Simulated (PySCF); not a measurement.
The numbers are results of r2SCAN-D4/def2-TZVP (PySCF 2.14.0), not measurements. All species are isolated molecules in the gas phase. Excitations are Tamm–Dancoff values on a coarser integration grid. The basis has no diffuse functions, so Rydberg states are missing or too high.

Reference species (SMILES): `NB(N)N` (neutral, multiplicity 1).

```
Property                   Value
----------------------  --------
T1 excitation (TDA)      6.00 eV
S1 oscillator strength     0.000
HOMO                    -5.43 eV
```

After one change: the T1 excitation (TDA) drops by 2.67 eV; the S1 oscillator strength is nearly the same; the HOMO decreases by 1.13 eV.

Question: Which change was made? The new species is one of these.
A) `IB(I)I`
B) `NB(N)I`
C) `NB(I)I`

Answer: A, `IB(I)I`
